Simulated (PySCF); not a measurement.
`[H]/N=C\[C@@H]1OC(=O)[C@H]1C#N`, C₅H₄N₂O₂

Cartesian coordinates in Å; atom numbers follow the order of the lines, from 1:
```xyz
13

N    -1.6155   -1.8532    2.2622
C    -1.2784   -1.0454    1.5281
C    -0.8195   -0.0653    0.5889
C    -1.3261   -0.2330   -0.8583
O    -2.3792   -0.1771   -1.3896
O    -0.0991   -0.4679   -1.3683
C     0.5494   -0.3495   -0.0824
C     1.5472    0.7789   -0.0235
N     1.9062    1.5134   -0.9639
H    -0.9489    0.9441    0.9846
H     1.0103   -1.2992    0.2089
H     1.9708    0.9508    0.9622
H     1.4786    1.3039   -1.8666
```

Theory: PySCF, TDDFT B3LYP/def2-SVPD circular dichroism and optical rotation, one conformer, gas phase. Geometry: GFN2-xTB.

The molecule is flexible and this is one conformer; a measurement averages over conformers.

Q: Draw the ECD and absorption spectra from the lowest 8 states, each a Gaussian of half-width 0.35 eV at 1/e height.

A: 
```tsv
E (eV)	λ (nm)	Δε (L mol⁻¹ cm⁻¹)	ε (L mol⁻¹ cm⁻¹)
4.56	272	-0.55	15.5
4.66	266	-1.15	32.2
4.76	261	-2.04	57.1
4.86	255	-3.07	85.9
4.96	250	-3.92	110
5.06	245	-4.24	120
5.16	240	-3.86	114
5.26	236	-2.89	96.8
5.36	232	-1.65	81.6
5.46	227	-0.43	79.6
5.56	223	+0.57	94.3
5.66	219	+1.25	121
5.76	215	+1.54	149
5.86	212	+1.46	174
5.96	208	+1.14	201
6.06	205	+0.80	255
6.16	201	+0.68	379
6.26	198	+0.90	623
6.36	195	+1.40	1010
6.46	192	+2.07	1490
6.56	189	+2.83	1950
6.66	186	+3.76	2270
6.76	184	+5.03	2360
6.86	181	+6.63	2260
6.96	178	+8.10	2080
7.06	176	+8.68	1920
7.16	173	+7.80	1790
```
Δε uses R in velocity form, ε uses f in length form. Only the states computed contribute, so the short-wavelength end is incomplete.

The sign of the CD band at 184 nm isn't settled: the length form gives the opposite one.
